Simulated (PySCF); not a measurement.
Radial density of Pb (lead, neutral)

M06, [Xe] 4f14 5d10 6s1 6p3, 6s spin antiparallel (an excited configuration). All numbers are calculated (PySCF 2.14, a scalar-relativistic core potential, in aug-cc-pVQZ-PP with ECP60MDF (7s7p5d3f2g, 92 functions)). This is the valence pseudo-density: the core potential removes the inner electrons and smooths the orbitals near the nucleus.

| r (bohr) | 4πr²ρ (e/bohr) | 4πr²(ρα − ρβ) |
| --- | --- | --- |
| 0.0132 | 1.169e-05 | 0.0000 |
| 0.0223 | 2.310e-05 | 0.0000 |
| 0.0375 | 3.832e-05 | 0.0000 |
| 0.0630 | 6.997e-05 | 0.0000 |
| 0.106 | 0.0003030 | 0.0000 |
| 0.178 | 0.003436 | 0.0000 |
| 0.300 | 0.09369 | -0.0004 |
| 0.504 | 3.529 | -0.0167 |
| 0.848 | 20.31 | 0.0982 |
| 1.43 | 10.09 | -0.1735 |
| 2.40 | 2.464 | 0.6319 |
| 4.04 | 0.6697 | 0.5417 |
| 6.79 | 0.04718 | 0.0470 |
| 11.4 | 0.0004539 | 0.0004 |

Energies and moments cover only the electrons outside the core potential. Spin-orbit coupling, which splits the p, d and f shells strongly at this Z, is absent. Spin-orbit coupling is strong in this species (close to jj coupling), so the high-spin LS determinant is a model state, not a physical level. With the s spin flipped the determinant is a mixture of two multiplicities, not a spectroscopic state.
